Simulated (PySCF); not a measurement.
**How the method changes the constants of ZnI**

State: ²Σ⁺ (doublet), unpaired electrons σ ↑. Set-up: basis Zn def2-SVP, I def2-SVP with ECP28; scalar-relativistic core potentials; PySCF 2.14. De refers to Zn + I in their high-spin ground configurations, without counterpoise correction. The functionals are run spin-unrestricted. A positive dipole means Zn(−)I(+).

| Level | Re (Å) | ωe (cm⁻¹) | De (eV) | μ (D) | CPU s a point (SCF and correlation, without the integrals) |
| --- | --- | --- | --- | --- | --- |
| UHF | 2.554 | 220 | 1.19 | -4.16 | 0.23 |
| UHF-MP2 | 2.506 | 234 | 1.52 | n/a | 0.47 |
| UHF-SCS-MP2 | 2.519 | 229 | 1.33 | n/a | n/a |
| PBE | 2.534 | 206 | 1.55 | -2.79 | 0.9 |
| BLYP | 2.581 | 188 | 1.23 | -2.77 | 0.68 |
| r²SCAN | 2.499 | 223 | 1.79 | -2.97 | 1.3 |
| PBE0 | 2.517 | 217 | 1.58 | -3.14 | 1.4 |
| M06 | 2.548 | 194 | 1.09 | -2.76 | 1.4 |
| BHandHLYP | 2.536 | 213 | 1.31 | -3.41 | 0.81 |

(1) What does a quarter of exact exchange do here, going from PBE to PBE0?

(2) What does the step from GGA to meta-GGA do here, going from PBE to r²SCAN?

(3) What does second-order correlation do here, going from UHF to UHF-MP2?

Correlated steps freeze 9 core orbitals. Correlated levels converge slowly with the basis: in double zeta they bind strong bonds too weakly, by up to about 1 eV, and carry superposition errors of some tenths. These are scalar-relativistic numbers at best; spin–orbit coupling would shift them, the dissociation energy most. The state is the lowest determinant that a PBE0 search found; another state may lie lower at other levels.

The whole job (state search and all levels along the bond) took about 2.4 min on 1 thread of Arm Neoverse V1 (shared host), peak memory 0.69 GiB.

Answers

(1) PBE0 less PBE: -1.7 pm in Re, +5.3 % in ωe, +0.03 eV in De. Exact exchange removes part of the self-interaction that spreads semilocal densities, and in most molecules shortens and stiffens the bond and lowers De; here De goes the other way.

(2) r²SCAN less PBE: -3.5 pm in Re, +8.3 % in ωe, +0.24 eV in De. 

(3) UHF-MP2 less UHF: -4.8 pm in Re, +6.4 % in ωe, +0.33 eV in De. Correlation nearly always deepens the well. The bond shortens, as in weak, metallic or heavy-atom bonds, where dispersion and the correlation of outer-core electrons pull the atoms together.
